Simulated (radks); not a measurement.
Kr25+, configuration [Ne] 3s1.

Calculated with a radial shooting solver on a logarithmic mesh with Libxc functionals: non-relativistic Kohn-Sham, LB94 model potential, spin-polarised, spherical densities, point nucleus; open shells are filled with parallel spins first.

Energy parts (hartree):
kinetic: 2337.69185
electron-nucleus: -4983.10019
Hartree: 369.22256
(The LB94 potential has no energy functional, so no total or exchange-correlation energy is given.)

Orbitals (lengths in bohr, moments of r in powers of bohr; <r^-3> diverges for s and p1/2; r(max) is where P^2 peaks):
| orbital | occ. | eigenvalue (hartree) | <r> | <r^-3> | r(max) |
|---|---|---|---|---|---|
| 1s up | 1 | -559.0605 | 0.04235 | - | 0.02804 |
| 1s down | 1 | -558.9813 | 0.04236 | - | 0.02804 |
| 2s up | 1 | -109.8513 | 0.1843 | - | 0.1570 |
| 2s down | 1 | -109.8755 | 0.1846 | - | 0.1571 |
| 2p up | 3 | -104.0188 | 0.1583 | 1449 | 0.1237 |
| 2p down | 3 | -104.0278 | 0.1586 | 1446 | 0.1237 |
| 3s up | 1 | -43.81698 | 0.4484 | - | 0.4248 |
| 3s down | 0 | -44.12782 | 0.4461 | - | 0.4234 |
| 3p up | 0 | -41.94131 | 0.4303 | 354.7 | 0.4043 |
| 3p down | 0 | -42.27461 | 0.4280 | 359.8 | 0.4030 |
| 3d up | 0 | -39.30882 | 0.3787 | 56.61 | 0.3197 |
| 3d down | 0 | -39.64293 | 0.3779 | 56.39 | 0.3212 |
| 4s up | 0 | -23.68270 | 0.8255 | - | 0.8375 |
| 4s down | 0 | -23.74714 | 0.8244 | - | 0.8351 |
| 4f up | 0 | -21.31311 | 0.6852 | 6.869 | 0.6102 |
| 4f down | 0 | -21.43362 | 0.6787 | 7.085 | 0.6024 |

The highest occupied level is 3s up at -1192.3 eV. The configuration is held as typed, so some empty levels lie below it. Spin moment in Bohr magnetons: 1. The density falls to 0.001 e/bohr^3 at r = 1.04 bohr. The spin density at the nucleus is 370.9 e/bohr^3 (1s 3.0, 2s 4.6, 3s 363.3), a Fermi contact field of 1.94e+04 T. Summed over all electrons, <r^2> = 0.4957 bohr^2, which gives a Langevin (diamagnetic) susceptibility term of -0.393 x 10^-6 cm^3/mol. The electron density at the nucleus is 3.223e+04 e/bohr^3.
